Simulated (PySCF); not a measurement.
ClH6NOSi2, SMILES N[SiH2]O[SiH2]Cl.

Coordinates come from a B3LYP-D3(BJ)/def2-SVP optimisation. The structure was generated by enumeration, and PubChem lists no compound with its InChIKey, so it may never have been made. One conformer was computed; it need not be the lowest.

Two levels are set side by side: PBE/def2-TZVP (PySCF) and r2SCAN/def2-TZVP (PySCF). Same geometry, gas phase. Differences are taken from unrounded values.

```
quantity                     r2SCAN
---------------------------  ------
orbital gap (eV)               6.61
highest occupied level (eV)   -6.73
lowest empty level (eV)       -0.12
dipole moment (D)              1.42
mean polarisability (bohr³)    70.2
```

### Question
What does PBE give, and how far is it from r2SCAN? (The exact figures need the calculation; the answer reports its results.)

### Answer

| quantity | PBE | PBE minus r2SCAN |
|---|---|---|
| orbital gap (eV) | 5.87 | -0.74 |
| highest occupied level (eV) | -6.41 | 0.32 |
| lowest empty level (eV) | -0.54 | -0.42 |
| dipole moment (D) | 1.40 | -0.02 |
| mean polarisability (bohr³) | 72.8 | 2.6 |

Rough cost on one machine, each run with all the roots and properties that it gave: r2SCAN against PBE about 4 times.
